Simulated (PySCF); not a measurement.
Input of a run (PBE0-D3(BJ)/def2-SVP geometry optimisation, gas phase (PySCF 2.14.0)), started from GFN2-xTB:
```
{"job": {"xc": "PBE0", "basis": "def2-SVP", "d3": "d3bj", "grid": 1, "kind": "geom"}, "charge": 0, "multiplicity": 1}
B     -1.735951    -0.351792    -0.284665
P     -0.619621     0.306226     1.025221
Ge     1.360061     0.426827    -0.101957
H     -2.409026    -1.286151    -0.087167
H     -1.848481     0.250947    -1.281622
H     -0.334320    -0.828867     1.767452
H      1.791568    -0.777730    -0.897581
H      2.459186     0.682049     0.888748
H      1.350146     1.584485    -1.053609
```

Output (energies in Eh, forces in Eh/bohr):
```
step   0  E = -2445.96912872  max force = 0.016332
step   1  E = -2445.97428764  max force = 0.004562
step   2  E = -2445.97466728  max force = 0.001037
step   3  E = -2445.97474401  max force = 0.001260
step   4  E = -2445.97481598  max force = 0.001273
step   5  E = -2445.97483896  max force = 0.000624
step   6  E = -2445.97486221  max force = 0.000259
step   7  E = -2445.97487376  max force = 0.000677
step   8  E = -2445.97487975  max force = 0.000600
step   9  E = -2445.97488424  max force = 0.000411
optimisation converged
```

Summarise the run.

The energy falls by 3.6 kcal/mol over 10 energy and gradient evaluations, the largest force component goes from 0.0163 to 4.1e-04 Eh/bohr, and the atoms move by 0.164 Å rms after alignment. Among the bonds, B1–H4, B1–H5 and Ge3–H9 change most and about equally (+0.037 to +0.038 Å). Bonds longer at the end by more than 0.005 Å: 8 of 8; shorter: 0. Among the angles that change most is Ge3–P2–H6, from 97.4° to 104.2°. Among the dihedrals that turn most is B1–P2–Ge3–H9, from 74° to 61°. The energy never rose by more than 1e-6 Eh on the way. The first step brought 90 % of the lowering.

What are the final bond lengths?

B1–P2 1.851 Å, P2–Ge3 2.305 Å, B1–H4 1.206 Å, B1–H5 1.208 Å, P2–H6 1.420 Å, Ge3–H7 1.539 Å, Ge3–H8 1.538 Å, Ge3–H9 1.536 Å. Numbering counts from 1 in the input's order; the species is `B[PH][GeH3]`.

The run used 94 basis functions and 61 SCF cycles in all. The run took 30 s of wall time on one thread, Arm Neoverse V1 (shared host).

Whether it is a minimum is left open (no frequencies). One conformer, not necessarily the lowest.
